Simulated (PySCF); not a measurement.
H6F2Si2Sn (SMILES [F][Sn]([F])([SiH3])[SiH3]), singlet, geometry from GFN2-xTB (such geometries of metal compounds can be far from the true shape) (all electrons, no relativity); CASSCF(2,2)+NEVPT2/STO-3G in PySCF.

PySCF was given this input:
```python
from pyscf import gto, scf, mcscf, mrpt
import numpy

mol = gto.M(
    atom='''
F     0.03826155    1.58393628    1.20429881
Sn    0.01910009   -0.15344501    0.05918088
F    -0.28252389    0.48159922   -1.89966948
Si    2.64506466   -0.11795226   -0.24422799
Si   -2.57377240   -0.50691589    0.43413777
H     2.97822402   -1.15002122   -1.23463452
H     3.24296919   -0.47200227    1.05092827
H     3.03421865    1.21801068   -0.68301054
H    -3.25406836    0.74361945    0.11453106
H    -2.98956155   -1.60837505   -0.44414680
H    -2.76651690   -0.90064660    1.83688800
''',
    basis='sto-3g',
    verbose=4,
)

mf = scf.RHF(mol)
mf.kernel()
mc = mcscf.CASSCF(mf, 2, 2)
mc.fix_spin_(ss=0.0)
mc.kernel()
occ = numpy.linalg.eigvalsh(mc.fcisolver.make_rdm1(mc.ci, mc.ncas, mc.nelecas))[::-1]
ss = mc.fcisolver.spin_square(mc.ci, mc.ncas, mc.nelecas)[0]
print('natural occupations', occ.round(4), ' <S^2>', round(ss, 4))
e2 = mrpt.NEVPT(mc).kernel()
print('E(NEVPT2) = %.10f' % (mc.e_tot + e2))
```

What the program printed (banner, timings and long lists left out):

```
PySCF version 2.14.0

[INPUT] verbose = 4
[INPUT] num. atoms = 11
[INPUT] num. electrons = 102
[INPUT] charge = 0
[INPUT] spin (= nelec alpha-beta = 2S) = 0
[INPUT] symmetry False subgroup None
[INPUT] Mole.unit = angstrom
[INPUT] Symbol           X                Y                Z      unit          X                Y                Z       unit  Magmom
[INPUT]  1 F      0.038261550000   1.583936280000   1.204298810000 AA    0.072303850601   2.993205767962   2.275794923040 Bohr   0.0
[INPUT]  2 Sn     0.019100090000  -0.153445010000   0.059180880000 AA    0.036093939055  -0.289969044081   0.111835655011 Bohr   0.0
[INPUT]  3 F     -0.282523890000   0.481599220000  -1.899669480000 AA   -0.533892775747   0.910090627604  -3.589855044395 Bohr   0.0
[INPUT]  4 Si     2.645064660000  -0.117952260000  -0.244227990000 AA    4.998447789166  -0.222897467173  -0.461524013053 Bohr   0.0
[INPUT]  5 Si    -2.573772400000  -0.506915890000   0.434137770000 AA   -4.863724942965  -0.957932200290   0.820401485629 Bohr   0.0
[INPUT]  6 H      2.978224020000  -1.150021220000  -1.234634520000 AA    5.628027735401  -2.173225143238  -2.333121106734 Bohr   0.0
[INPUT]  7 H      3.242969190000  -0.472002270000   1.050928270000 AA    6.128323599503  -0.891955020473   1.985966606863 Bohr   0.0
[INPUT]  8 H      3.034218650000   1.218010680000  -0.683010540000 AA    5.733842250548   2.301706601995  -1.290702860791 Bohr   0.0
[INPUT]  9 H     -3.254068360000   0.743619450000   0.114531060000 AA   -6.149297991013   1.405237101400   0.216432336156 Bohr   0.0
[INPUT] 10 H     -2.989561550000  -1.608375050000  -0.444146800000 AA   -5.649452562030  -3.039388350084  -0.839315811102 Bohr   0.0
[INPUT] 11 H     -2.766516900000  -0.900646600000   1.836888000000 AA   -5.227959259981  -1.701975409021   3.471215241500 Bohr   0.0

nuclear repulsion = 720.808869916135
number of shells = 33
number of NR pGTOs = 183
number of NR cGTOs = 61
basis = sto-3g
ecp = {}

******** <class 'pyscf.scf.hf.RHF'> ********
method = RHF
initial guess = minao
damping factor = 0
level_shift factor = 0
DIIS = <class 'pyscf.scf.diis.CDIIS'>
diis_start_cycle = 1
diis_space = 8
diis_damp = 0
SCF conv_tol = 1e-09
SCF conv_tol_grad = None
SCF max_cycles = 50
direct_scf = True
direct_scf_tol = 1e-13
Set gradient conv threshold to 3.16228e-05
Initial guess from minao.
init E= -6715.81984868181
  HOMO = -0.5584502337559  LUMO = -0.309267068934526  gap/eV = 6.78062
cycle= 1 E= -6733.81512211675  delta_E=  -18  |g|= 0.554  |ddm|=  3.4
  HOMO = -0.0912609237749857  LUMO = 0.174294556018821  gap/eV = 7.22613
cycle= 2 E= -6734.03763588481  delta_E= -0.223  |g|= 0.119  |ddm|= 1.58
  HOMO = -0.244769100358843  LUMO = 0.18414465561432  gap/eV = 11.67134
cycle= 3 E= -6734.04766083078  delta_E= -0.01  |g|= 0.0361  |ddm|= 0.301
  HOMO = -0.252739315471353  LUMO = 0.171445828816849  gap/eV = 11.54267
cycle= 4 E= -6734.04903555669  delta_E= -0.00137  |g|= 0.0114  |ddm|= 0.117
  HOMO = -0.251377405621395  LUMO = 0.174114749013782  gap/eV = 11.57823
cycle= 5 E= -6734.04920900829  delta_E= -0.000173  |g|= 0.00207  |ddm|= 0.0498
  HOMO = -0.251285795505214  LUMO = 0.174318250810162  gap/eV = 11.58128
cycle= 6 E= -6734.04921483288  delta_E= -5.82e-06  |g|= 0.000356  |ddm|= 0.00936
  HOMO = -0.251303156318152  LUMO = 0.174326996397957  gap/eV = 11.58199
cycle= 7 E= -6734.04921497345  delta_E= -1.41e-07  |g|= 7.26e-05  |ddm|= 0.00142
  HOMO = -0.251287646347307  LUMO = 0.174319768953127  gap/eV = 11.58137
cycle= 8 E= -6734.0492149801  delta_E= -6.65e-09  |g|= 2.45e-05  |ddm|= 0.000293
  HOMO = -0.25128548716948  LUMO = 0.174321043562562  gap/eV = 11.58134
cycle= 9 E= -6734.04921498101  delta_E= -9.11e-10  |g|= 5.95e-06  |ddm|= 0.000117
  HOMO = -0.25128454195003  LUMO = 0.174320728098748  gap/eV = 11.58131
Extra cycle  E= -6734.04921498104  delta_E= -2.91e-11  |g|= 3.24e-06  |ddm|= 1.67e-05
converged SCF energy = -6734.04921498104

******** <class 'pyscf.mcscf.mc1step.CASSCF'> ********
CAS (1e+1e, 2o), ncore = 50, nvir = 9
max_cycle_macro = 50
max_cycle_micro = 4
conv_tol = 1e-07
conv_tol_grad = None
orbital rotation max_stepsize = 0.02
orbital rotation threshold for CI restart = 0.01
augmented hessian ah_max_cycle = 30
augmented hessian ah_conv_tol = 1e-12
augmented hessian ah_linear dependence = 1e-14
augmented hessian ah_level shift = 1e-08
augmented hessian ah_start_tol = 2.5
augmented hessian ah_start_cycle = 3
augmented hessian ah_grad_trust_region = 3
kf_trust_region = 3
kf_interval = 4
ci_response_space = 4
ci_grad_trust_region = 3
with_dep4 0
natorb = False
canonicalization = True
sorting_mo_energy = False
ao2mo_level = 2
internal_rotation = False
******** <class 'pyscf.fci.addons.SpinPenaltyFCISolver'> ********
max. cycles = 50
conv_tol = 1e-08
davidson only = True
linear dependence = 1e-12
level shift = 0.001
max iter space = 12
nroots = 1
pspace_size = 400
spin = None
CASCI E = -6734.05149571186  S^2 = 0.0000000
Set conv_tol_grad to 0.000316228
macro iter   1 ( 21 JK    4 micro), CASSCF E = -6734.05299072837  dE = -1.49501651e-03  S^2 = 0.0000000
               |grad[o]|=0.00612  |grad[c]|=0.00805  |ddm|=0.00688  |maxRot[o]|=0.0945
macro iter   2 ( 21 JK    4 micro), CASSCF E = -6734.05496392595  dE = -1.97319758e-03  S^2 = 0.0000000
               |grad[o]|=0.00711  |grad[c]|=0.00642  |ddm|=0.0047  |maxRot[o]|=0.125
macro iter   3 ( 20 JK    4 micro), CASSCF E = -6734.05586986653  dE = -9.05940582e-04  S^2 = 0.0000000
               |grad[o]|=0.00666  |grad[c]|=0.00254  |ddm|=0.00487  |maxRot[o]|=0.0846
macro iter   4 ( 21 JK    4 micro), CASSCF E = -6734.05619275268  dE = -3.22886148e-04  S^2 = 0.0000000
               |grad[o]|=0.00527  |grad[c]|=0.00122  |ddm|=0.00246  |maxRot[o]|=0.0249
macro iter   5 ( 21 JK    4 micro), CASSCF E = -6734.05658481928  dE = -3.92066597e-04  S^2 = 0.0000000
               |grad[o]|=0.00469  |grad[c]|=0.00148  |ddm|=0.00198  |maxRot[o]|=0.0367
macro iter   6 ( 21 JK    4 micro), CASSCF E = -6734.05691304972  dE = -3.28230439e-04  S^2 = 0.0000000
               |grad[o]|=0.00378  |grad[c]|=0.00148  |ddm|=0.000593  |maxRot[o]|=0.0428
macro iter   7 ( 21 JK    4 micro), CASSCF E = -6734.05706992056  dE = -1.56870839e-04  S^2 = 0.0000000
               |grad[o]|=0.00264  |grad[c]|=0.00164  |ddm|=0.00114  |maxRot[o]|=0.0373
macro iter   8 ( 17 JK    4 micro), CASSCF E = -6734.05719332710  dE = -1.23406543e-04  S^2 = 0.0000000
               |grad[o]|=0.00184  |grad[c]|=0.00185  |ddm|=0.00217  |maxRot[o]|=0.0699
macro iter   9 ( 18 JK    4 micro), CASSCF E = -6734.05719372849  dE = -4.01392754e-07  S^2 = 0.0000000
               |grad[o]|=0.000846  |grad[c]|=0.000576  |ddm|=0.000904  |maxRot[o]|=0.0202
macro iter  10 ( 17 JK    4 micro), CASSCF E = -6734.05719547154  dE = -1.74304569e-06  S^2 = 0.0000000
               |grad[o]|=0.000873  |grad[c]|=0.00056  |ddm|=0.000597  |maxRot[o]|=0.0539
macro iter  11 (  6 JK    1 micro), CASSCF E = -6734.05721741723  dE = -2.19456952e-05  S^2 = 0.0000000
               |grad[o]|=0.000559  |grad[c]|=0.00175  |ddm|=0.0023  |maxRot[o]|=0.0799
macro iter  12 (  8 JK    2 micro), CASSCF E = -6734.05722023786  dE = -2.82062956e-06  S^2 = 0.0000000
               |grad[o]|=0.000357  |grad[c]|=0.000149  |ddm|=0.00051  |maxRot[o]|=0.0245
macro iter  13 (  4 JK    1 micro), CASSCF E = -6734.05722056876  dE = -3.30900548e-07  S^2 = 0.0000000
               |grad[o]|=9.92e-05  |grad[c]|=6.07e-05  |ddm|=7.24e-05  |maxRot[o]|=0.00398
macro iter  14 (  3 JK    1 micro), CASSCF E = -6734.05722057061  dE = -1.84809323e-09  S^2 = 0.0000000
               |grad[o]|=2.92e-05  |grad[c]|=3.95e-06  |ddm|=7.23e-06  |maxRot[o]|=0.000486
1-step CASSCF converged in  14 macro (219 JK  45 micro) steps
CASSCF canonicalization
Density matrix diagonal elements [1.97258666 0.02741334]
CASSCF energy = -6734.05722057061
CASCI E = -6734.05722057061  E(CI) = -0.955099979220904  S^2 = 0.0000000
natural occupations [1.9726 0.0274]  <S^2> 0.0

******** <class 'pyscf.mrpt.nevpt2.NEVPT'> ********
NEVPT2 (1e+1e, 2o), ncore = 50, nvir = 9
root = 0
Natural occ [1.97258802 0.02741198]
Natural orbital (expansion on meta-Lowdin AOs) in CAS space
               #1        #2
0 F 1s           0.00041   0.00022
0 F 2s          -0.02315  -0.01749
0 F 2px          0.00314   0.01279
0 F 2py          0.16305   0.00544
0 F 2pz          0.11796   0.10139
1 Sn 1s          0.00079  -0.00031
1 Sn 2s         -0.00228   0.00169
1 Sn 3s          0.00531  -0.00489
1 Sn 4s         -0.03284   0.00655
1 Sn 5s          0.58293  -0.34545
1 Sn 2px        -0.00008   0.00009
1 Sn 2py         0.00069  -0.00074
1 Sn 2pz        -0.00025   0.00027
1 Sn 3px         0.00010  -0.00023
1 Sn 3py        -0.00079   0.00184
1 Sn 3pz         0.00028  -0.00067
1 Sn 4px        -0.00135   0.00162
1 Sn 4py         0.01111  -0.01333
1 Sn 4pz        -0.00396   0.00485
1 Sn 5px         0.05066  -0.06633
1 Sn 5py        -0.41896   0.54309
1 Sn 5pz         0.14873  -0.19890
1 Sn 3dxy        0.00011   0.00026
1 Sn 3dyz        0.00002  -0.00002
1 Sn 3dz^2      -0.00038  -0.00099
1 Sn 3dxz       -0.00018  -0.00045
1 Sn 3dx2-y2     0.00071   0.00171
1 Sn 4dxy       -0.00260  -0.00894
1 Sn 4dyz       -0.00361   0.00068
1 Sn 4dz^2       0.00375   0.03418
1 Sn 4dxz        0.00300   0.01569
1 Sn 4dx2-y2    -0.01399  -0.05922
2 F 1s           0.00040   0.00028
2 F 2s          -0.02229  -0.02087
2 F 2px         -0.03087  -0.00838
2 F 2py          0.05433  -0.05390
2 F 2pz         -0.20630  -0.09535
3 Si 1s          0.00006   0.00043
3 Si 2s          0.00150  -0.00229
3 Si 3s          0.14825   0.21223
3 Si 2px         0.00501   0.00976
3 Si 2py         0.00024   0.00133
3 Si 2pz        -0.00068  -0.00160
3 Si 3px        -0.38172  -0.44212
3 Si 3py        -0.02340  -0.00377
3 Si 3pz         0.05260   0.05190
4 Si 1s          0.00006   0.00043
4 Si 2s          0.00150  -0.00229
4 Si 3s          0.14817   0.21222
4 Si 2px        -0.00499  -0.00993
4 Si 2py        -0.00051  -0.00014
4 Si 2pz         0.00062   0.00096
4 Si 3px         0.38158   0.43646
4 Si 3py         0.03349   0.06171
4 Si 3pz        -0.04659  -0.06231
5 H 1s          -0.07391  -0.04767
6 H 1s          -0.07501  -0.04368
7 H 1s          -0.05660  -0.09534
8 H 1s          -0.05656  -0.09538
9 H 1s          -0.07404  -0.04723
10 H 1s         -0.07481  -0.04407
<CAS-nat-orb|mo-hf>  51     40       0.46919071
<CAS-nat-orb|mo-hf>  51     51       0.81441418
<CAS-nat-orb|mo-hf>  52     52       0.99683340
Sr    (-1)',   E = -0.00000000045352
Si    (+1)',   E = -0.00000000013801
Sijrs (0)  ,   E = -0.11324211638206
Sijr  (+1) ,   E = -0.01256795372323
Srsi  (-1) ,   E = -0.00888170512888
Srs   (-2) ,   E = -0.00174107981361
Sij   (+2) ,   E = -0.00181610859323
Sir   (0)' ,   E = -0.00985459207147
Nevpt2 Energy = -0.148103556304008
E(NEVPT2) = -6734.2053241269
```
